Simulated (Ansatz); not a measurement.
Ansatz (a program for electronic structure) input (CCSD(T)/aug-cc-pV(D+d)Z):
A basis named .json is the Basis Set Exchange file of that set.

Ansatz 0.2 input:
```yaml
crystal:
  periodic: [false, false, false]
  atoms:
    - {symbol: Si, position_ang: [-0.26818235, -0.36006559, 0.37185547]}
    - {symbol: H, position_ang: [-1.02968263, -1.36795845, -0.42623327]}
    - {symbol: F, position_ang: [0.53158173, 0.71209740, -0.53108260]}
basis:
  gaussian:
    orbitals: aug-cc-pV_D+d_Z.json
magnetization: {spin_polarized: true, initial_magnetization: 2}
correlation: {method: ccsd_t, electrons: outside_noble_gas}
output: {forces: true}
```

End of the output:

```
integrals: 0.06 GiB planned
640 factors; integrals over basis functions are off by at most 6.8e-4 eV
mean field: 0.15 GiB planned
mean field evaluation 1: about -10581.6882 eV, gradient 1.7e1 eV
mean field evaluation 2: about -10581.6975 eV, gradient 1.7e1 eV
mean field evaluation 4: about -10583.3632 eV, gradient 2.6e0 eV
mean field evaluation 8: about -10583.5100 eV, gradient 1.6e-1 eV
mean field evaluation 16: about -10582.9018 eV, gradient 1.1e1 eV
mean field evaluation 32: about -10580.1622 eV, gradient 1.6e-1 eV
mean field -10583.51071871 eV, -388.9368451514 hartree, gradient 1.1e-6 eV, S^2 2.004840; 1 other end points of the search recorded, 0 dependent functions left out
determinant -10583.51071871 eV, -388.9368451514 hartree, with singles and doubles -10591.32542533 eV, -389.2240303226 hartree
determinant -10580.16545550 eV, -388.8139089960 hartree, with singles and doubles -10588.26528862 eV, -389.1115723727 hartree
6 core orbitals not correlated
reference -10583.51071871 eV, -388.9368451514 hartree; 7, 5 occupied and 51, 53 virtual orbitals, 640 factors
densities: 0.29 GiB planned
second order -7.41565456 eV of doubles, -0.00000000 eV of singles
coupled cluster: 0.22 GiB planned
cycle   1  -7.80430855 eV  change   -2.0e-1 eV  update   2.8e-2
cycle   2  -7.83198203 eV  change   -2.8e-2 eV  update   8.0e-3
cycle   3  -7.83442965 eV  change   -2.4e-3 eV  update   4.6e-3
cycle   4  -7.83741755 eV  change   -3.0e-3 eV  update   1.6e-3
cycle   5  -7.83797429 eV  change   -5.6e-4 eV  update   7.9e-4
cycle   6  -7.83832036 eV  change   -3.5e-4 eV  update   3.7e-4
cycle   7  -7.83843509 eV  change   -1.1e-4 eV  update   1.3e-4
cycle   8  -7.83845996 eV  change   -2.5e-5 eV  update   4.7e-5
cycle   9  -7.83846857 eV  change   -8.6e-6 eV  update   1.9e-5
cycle  10  -7.83846635 eV  change    2.2e-6 eV  update   7.0e-6
cycle  11  -7.83846514 eV  change    1.2e-6 eV  update   2.8e-6
cycle  12  -7.83846483 eV  change    3.1e-7 eV  update   1.0e-6
perturbative correction -0.19367237 eV, -0.0071173283 hartree
the calculation of the forces begins
Total energy: -10591.54285591 eV, -389.2320207490 hartree
Atom 0 at    -0.268182    -0.360066     0.371855 Å, force    -0.468763    -0.628659     0.559316 eV/Å
Atom 1 at    -1.029683    -1.367958    -0.426233 Å, force    -0.030363    -0.040332    -0.013369 eV/Å
Atom 2 at     0.531582     0.712097    -0.531083 Å, force     0.499126     0.668991    -0.545948 eV/Å
Dipole moment:    -0.124050    -0.166275     0.136735 e Å
```

This is an excited triplet: at this geometry the singlet lies 1.43 eV lower at CCSD(T)/CBS(aug-cc-pV(T+d)Z,aug-cc-pV(Q+d)Z).
